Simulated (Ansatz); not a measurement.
System: sum formula GaBr₂F (charge 0, singlet). SMILES: [F][Ga]([Br])[Br]
Geometry: optimised at B3LYP-D3(BJ)/def2-TZVP (Ansatz, an electronic-structure program).

Quantity: vertical ionisation energy (to the doublet state of charge +1; each state is the SCF solution reached for its spin), in eV. Valence correlation only, unless marked. Open shells are spin-unrestricted. No spin-orbit coupling. The frozen core is the preceding noble-gas configuration, with the filled d and f shells of earlier blocks. Non-relativistic. Basis-set limits of correlation are two-point, X^-3; Hartree-Fock from the larger set. The bracket is a focal-point correction in the basis named.

```json
[
 {"level": "HF/aug-cc-pVTZ", "program": "Ansatz", "vertical ionisation energy (eV)": "10.64", "minus last row": "-1.01"},
 {"level": "SVWN5/def2-TZVPD", "program": "Ansatz", "vertical ionisation energy (eV)": "10.88", "minus last row": "-0.77"},
 {"level": "B3LYP/def2-TZVPD", "program": "Ansatz", "vertical ionisation energy (eV)": "11.01", "minus last row": "-0.64"},
 {"level": "BHLYP/def2-TZVPD", "program": "Ansatz", "vertical ionisation energy (eV)": "11.31", "minus last row": "-0.34"},
 {"level": "wB97M-V/def2-TZVPD", "program": "Ansatz", "vertical ionisation energy (eV)": "11.44", "minus last row": "-0.21"},
 {"level": "B2PLYP/def2-TZVPD", "program": "Ansatz", "vertical ionisation energy (eV)": "11.17", "minus last row": "-0.48"},
 {"level": "MP2/aug-cc-pVDZ", "program": "Ansatz", "vertical ionisation energy (eV)": "11.52", "minus last row": "-0.13"},
 {"level": "MP2/CBS(aug-cc-pVTZ,aug-cc-pVQZ)", "program": "Ansatz", "vertical ionisation energy (eV)": "11.76", "minus last row": "0.11"},
 {"level": "RI-MP2/aug-cc-pVQZ", "program": "Ansatz", "vertical ionisation energy (eV)": "11.68", "minus last row": "0.03"},
 {"level": "RI-MP2/CBS(aug-cc-pVTZ,aug-cc-pVQZ)", "program": "Ansatz", "vertical ionisation energy (eV)": "11.76", "minus last row": "0.11"},
 {"level": "CCSD/aug-cc-pVDZ", "program": "Ansatz", "vertical ionisation energy (eV)": "11.36", "minus last row": "-0.29"},
 {"level": "CCSD(T)/aug-cc-pVDZ", "program": "Ansatz", "vertical ionisation energy (eV)": "11.34", "minus last row": "-0.31"},
 {"level": "RI-MP2/CBS(aug-cc-pVTZ,aug-cc-pVQZ)+[CCSD(T)-MP2]/aug-cc-pVDZ", "program": "Ansatz", "vertical ionisation energy (eV)": "11.57", "minus last row": "-0.08"},
 {"level": "RI-MP2/CBS(aug-cc-pVTZ,aug-cc-pVQZ)+[CCSD(T)-MP2]/aug-cc-pVTZ", "program": "Ansatz", "vertical ionisation energy (eV)": "11.61", "minus last row": "-0.04"},
 {"level": "CCSD(T)/CBS(aug-cc-pVTZ,aug-cc-pVQZ)", "program": "Ansatz", "vertical ionisation energy (eV)": "11.65", "minus last row": "0.00"}
]
```
